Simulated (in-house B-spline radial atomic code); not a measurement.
**Response and correlation of the antimony ion Sb³³⁺**

Closed shell [Ne] 3s2 3p6. Computed with a B-spline radial code for spherical atoms: Dirac-Hartree-Fock, relativistic RPA (time-dependent Dirac-Hartree-Fock) for the response and second-order many-body perturbation theory for correlation, no-pair Dirac-Coulomb Hamiltonian, finite nucleus.

Command:
```bash
python run_mb.py task.json out
```
Settings (nuclear radius in fm, box in bohr, cutoff in hartree):
```
basis_form          2
Z                   51
core_configuration  [Ne] 3s2 3p6
rms_radius          4.6802
mass_number         121
speed_of_light      137.036
box_radius          2.679
lmax                7
intervals           57
virtual_cutoff      65025.0
```

Cost of the run: 1.7 s on 1 thread of Arm Neoverse V1, on a shared host.

```csv
"multipole (bohr³, bohr⁵, bohr⁷)",uncoupled,coupled RPA
dipole,0.020809,?
quadrupole,0.0010793,0.0011515
octupole,0.00019363,0.00023314
```

(1) What is the coupled dipole polarisability?

(2) Which subshells carry the dipole polarisability?

(3) What does the dipole shielding factor come to?

Dipole polarisability at imaginary frequency:

```csv
u (Eh),α(iu) (bohr³)
0,0.01944
9.91,0.009347
29.7,0.003127
59.5,0.001465
99.1,0.000768
198,0.0002818
397,8.844e-05
991,1.632e-05
```

(4) What dispersion coefficients follow for two such ions (the dispersion part alone)?

Lowest J = 1 odd-parity excitations:

| energy (eV) | oscillator strength | leading channel | weight |
| --- | --- | --- | --- |
| 150.04 | 0.000159 | 3p3/2 → d3/2 | 0.877 |
| 187.83 | 0.25 | 3p3/2 → d5/2 | 0.666 |
| 240.08 | 0.899 | 3p1/2 → d3/2 | 0.865 |
| 982.9 | 0.259 | 3p3/2 → s1/2 | 0.998 |
| 1041.6 | 0.124 | 3p1/2 → s1/2 | 0.994 |
| 1112.3 | 0.000236 | 3p3/2 → d3/2 | 0.847 |
| 1120.7 | 1.58 | 3p3/2 → d5/2 | 0.854 |
| 1175.5 | 0.769 | 3p1/2 → d3/2 | 0.969 |

Second-order correlation energy by the highest angular momentum of the excited pair (hartree): s -0.0219, p -0.1707, d -0.6202, f -0.1346, g -0.05214, h -0.01913, i -0.008662, k -0.004469.

(5) What is the second-order correlation energy at the partial-wave limit?

Answers

(1) 0.019439 atomic units, -7 % against the uncoupled value.

(2) 3p3/2 70.8 %, 3p1/2 26.9 %, 3s1/2 1.9 %.

(3) The dipole shielding factor is 0.353, against the exact N/Z = 18/51 = 0.353 of the non-relativistic theorem.

(4) C6 = (3/π)∫α(iu)²du = 0.002943 hartree·bohr⁶ and C8 = 0.001341 hartree·bohr⁸.

(5) The listed waves sum to -1.0318 hartree; extrapolating the increments as (l + 1/2)⁻⁴ gives -1.0409 hartree, -1.57 eV per electron.
